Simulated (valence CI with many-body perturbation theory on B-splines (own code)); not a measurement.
Results of a calculation; reference values are marked as such.
**Sensitivity of CI+MBPT for Sn³⁵⁺**

Level of theory: valence CI with perturbative core correlation (CI+MBPT): five valence electrons over a frozen Dirac-Fock core [Ne], a basis of 6 s, 6 p, 5 d, 3 f, 1 g functions for each j, with the one-electron correlation potential Σ1, the two-electron term Σ2, the three-electron term Σ3, Breit, model QED; selected CI, second order for the rest, scaled by the run's own slope (own B-spline code, finite nucleus).

The last digits are not significant, and no measured levels were compared; by estimate large intervals hold to a few tenths of a per cent, small ones and those within an open d or f shell to about a per cent. Among the levels kept, up to 1200 cm⁻¹ of a level comes from second order outside the variational space, and about a tenth of that is noise between levels of different J, which matters for small intervals.

The reference run has the lowest level (3s^2 3p1/2^2 3p3/2) J=3/2 and an ionisation energy of 2308.44 eV. Its largest variational space holds 10001 state functions.

Levels are named by their leading jj configuration (3d3/2^4 stands for four electrons in 3d with j = 3/2), which in mixed levels can hold well under half, so a name can repeat and another be missing. Letters in brackets count levels of one name in rising energy.

Changed runs:
A. selection threshold (hartree) 2e-08 → 1e-06
B. Breit term on → off; QED terms on → off
C. core polarisation of operators on → off
D. scale of Σ1 1 → -1 (bad on purpose)

Excitation energies of the reference run in cm⁻¹, and shifts in cm⁻¹:

```
                             Level  Reference     A       B  C      D
        (3s^2 3p1/2 3p3/2^2) J=3/2     386508  +0.1   +5511  0  -1026
        (3s^2 3p1/2 3p3/2^2) J=5/2     445848  -0.1   +6853  0  -1052
        (3s^2 3p1/2 3p3/2^2) J=1/2     518945  -1.0   +5379  0  -1063
              (3s^2 3p3/2^3) J=3/2     912163  -0.3  +11513  0  -2086
        (3s^2 3p1/2^2 3d3/2) J=3/2    1097350  -0.1   +4283  0  +2858
        (3s 3p1/2^2 3p3/2^2) J=5/2    1116930  -0.1   +8259  0  +2086
        (3s^2 3p1/2^2 3d5/2) J=5/2    1287350  -0.1   +8204  0  +1991
        (3s 3p1/2^2 3p3/2^2) J=1/2    1293010  -0.4   +7576  0  +1997
        (3s 3p1/2^2 3p3/2^2) J=3/2    1308430  -0.1   +7967  0  +2056
(3s^2 3p1/2 3p3/2 3d3/2) J=5/2 [a]    1488470  -0.1  +10850  0  +1884
(3s^2 3p1/2 3p3/2 3d3/2) J=3/2 [a]    1488980  -0.1  +10275  0  +1855
(3s^2 3p1/2 3p3/2 3d3/2) J=1/2 [a]    1496650  -0.8   +9297  0  +1866
            Ionisation energy (eV)    2308.44     0   +1.33  0  -1.74
```

No effect on these energies: C.
